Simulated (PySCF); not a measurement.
## Gallium: a sound run and one with changed settings

Sound run: Ga [Ar] 3d10 4s2 4p1, Ga⁺ [Ar] 3d10 4s2. Computed with PySCF 2.14 in x2c-TZVPall (6s5p4d1f, 48 functions), with the spin-free X2C one-electron Hamiltonian (Gaussian nucleus). In the sound run the correlated levels freeze [Ar] 3d10. The sound run starts from symmetry-adapted Hartree-Fock orbitals and uses a fine grid where one is needed.

Changed run: a valence shell is frozen. This setting is unsound on purpose.

Ionisation energy of Ga:

| method | sound run (eV) | changed run (eV) |
| --- | --- | --- |
| UHF | 5.516 | 5.516 |
| MP2 | 5.721 | 5.516 |
| SCS-MP2 | 5.704 | 5.516 |
| CCSD | 5.780 | 5.516 |
| CCSD(T) | 5.803 | 5.516 |
| CCSDT | n/a | 5.516 |
| FCI | n/a | 5.516 |

Freezing a valence shell removes pair correlation that changes on ionisation.

For comparison, NIST gives 5.999 eV between the lowest levels.
